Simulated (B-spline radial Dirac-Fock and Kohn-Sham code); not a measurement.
**What relativity does to the binding energies of Sm⁴⁵⁺**

System: samarium as Sm⁴⁵⁺, configuration 1s2 2s2 2p6 3s2 3p5.

Both columns are ΔSCF binding energies of the configuration average from a radial B-spline solver: non-relativistic Hartree-Fock with a point nucleus, and Dirac-Fock with a finite nucleus and the Coulomb interaction alone, averaged over the two j levels with weights 2j+1.

| shell | Hartree-Fock (eV) | Dirac-Fock (eV) | shift (eV) | shift (%) |
| --- | --- | --- | --- | --- |
| 1s | 47312.0 | 49950.8 | +2638.82 | +5.58 |
| 2s | 9859.1 | 10570.9 | +711.82 | +7.22 |
| 3s | 3872.3 | 4081.7 | +209.39 | +5.41 |
| 3p | 3734.8 | 3823.7 | +88.94 | +2.38 |

Relativity binds 1s, 2s, 3s, 3p more strongly, among those listed most of all 2s in relative terms.

Values without a named source are computed, but for edge energies of neutral atoms, which are taken from tables.
